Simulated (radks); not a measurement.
Values are calculated unless marked as measured or tabulated.
Task: These are the eigenvalues of the occupied orbitals of an atom or ion with whole-number occupations (Ry). Level of theory: Dirac Kohn-Sham, PBE, spin-unpolarised, spherical densities, point nucleus (a radial shooting solver on a logarithmic mesh with Libxc functionals).

1s1/2: -1860.660
2s1/2: -273.8828
2p1/2: -254.5090
2p3/2: -241.6226
3s1/2: -50.21273
3p1/2: -42.50756
3p3/2: -40.23337
3d3/2: -26.59751
3d5/2: -26.13956
4s1/2: -6.98199
4p1/2: -4.56017
4p3/2: -4.18648
4d3/2: -0.57199
4d5/2: -0.53107
5s1/2: -0.32384

Which element is it, and in what charge state? The configuration may be excited. Open shells, if any, fill j = l - 1/2 first.

Result: Z = 47, silver, charge 0: Ag in [Kr] 4d10 5s1. The list shows which subshells hold electrons but not how many an open one holds; the 1s level, -930.33 hartree, gives Z - s = 43.1 by -(Z - s)^2/2, which with screening and relativity narrows Z to a few neighbours, and the depths of the outer levels then fix element, charge and occupations together.
